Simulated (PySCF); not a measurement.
Si(H)2(F)(NHSiH3) (FH₆NSi₂), SMILES F[SiH2]N[SiH3]. Atoms are numbered in the order given.

```xyz
10

Si     0.9531    -0.7876    -0.1731
F      2.1082     0.0596     0.6007
N     -0.3498     0.2077    -0.6927
Si    -1.7909     0.6575     0.1890
H      0.4337    -1.7857     0.7954
H      1.6110    -1.3917    -1.3614
H     -0.2048     0.6886    -1.5777
H     -3.0113     0.4371    -0.6456
H     -1.7812     2.0928     0.6084
H     -1.8418    -0.2098     1.4010
```
Charge 0, spin multiplicity 1.

Geometry optimised at PBE0-D3(BJ)/def2-SVP. The values are those of a single conformer.

Calculation: PBE/def2-TZVP (PySCF).

ESP charges are fitted to the potential on shells at 1.4 to 2.0 van der Waals radii. Atomic charges (e):

| atom | IAO | ESP fit |
|---|---|---|
| Si1 | 1.12 | [?] |
| F2 | -0.53 | [?] |
| N3 | -0.92 | -0.61 |
| Si4 | 0.70 | [?] |
| H5 | -0.14 | -0.05 |
| H6 | -0.14 | -0.08 |
| H7 | 0.28 | 0.36 |
| H8 | -0.13 | -0.07 |
| H9 | -0.13 | -0.06 |
| H10 | -0.11 | -0.03 |

Question: Complete the blanks. (An estimate is asked for; the answer gives what the named calculation found.)

Answer: 
- Si1, ESP fit: 0.48
- F2, ESP fit: -0.24
- Si4, ESP fit: 0.31

Computed Mayer and Wiberg (Löwdin basis) orders of the bonds:
| bond | Mayer | Wiberg |
|---|---|---|
| Si1–F2 | 1.13 | 1.73 |
| Si1–N3 | 1.19 | 1.49 |
| N3–Si4 | 1.11 | 1.42 |
| Si1–H5 | 0.93 | 0.93 |
| Si1–H6 | 0.93 | 0.93 |
| N3–H7 | 0.89 | 0.88 |
| Si4–H8 | 0.94 | 0.96 |
| Si4–H9 | 0.93 | 0.96 |
| Si4–H10 | 0.95 | 0.95 |
